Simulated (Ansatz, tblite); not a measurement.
Cost and result up the ladder for SnH3(NEt2) (C₄H₁₃NSn) (19 atoms). Charge 0, multiplicity 1. Geometry: PBE0-D4/def2-SVP.

```xyz
19

Sn   -1.724    0.147    1.600
H    -1.127   -0.378    3.117
H    -2.324    1.751    1.639
H    -2.969   -0.920    1.064
N    -0.107    0.198    0.357
C     0.839   -0.895    0.384
C     0.391   -2.166   -0.332
C    -0.162    0.965   -0.872
C     0.974    1.972   -1.002
H     1.079   -1.137    1.435
H     1.796   -0.553   -0.054
H    -0.511   -2.591    0.140
H     0.150   -1.970   -1.388
H     1.176   -2.939   -0.306
H    -0.171    0.305   -1.765
H    -1.119    1.514   -0.916
H     0.950    2.689   -0.167
H     1.958    1.476   -0.986
H     0.902    2.532   -1.948
```

Ansatz on 4 threads of Arm Neoverse V1 on a shared host; xTB runs through tblite on one thread. Times are rough, summed over both states, and most runs start from the orbitals of an earlier one. PBE0-D4/def2-TZVP serves as the yardstick here, not as an exact answer. The other state is a doublet.

In the def2 sets Sn takes a core potential; there is no spin–orbit coupling. The xTB rows come from tblite.

Raw xTB energies of ions are shifted by several eV.

```csv
level,functions,wall time,vertical IE (eV),difference from PBE0-D4/def2-TZVP (eV)
GFN2-xTB,42,0.016 s,12.63,5.07
GFN1-xTB,55,0.022 s,13.11,5.55
revPBE-D4/def2-TZVP,283,12 s,7.54,-0.02
PBE-D4/def2-TZVP (with forces),283,13 s,7.51,-0.05
PBE0-D4/def2-TZVP,283,22 s,7.56,0.00
```
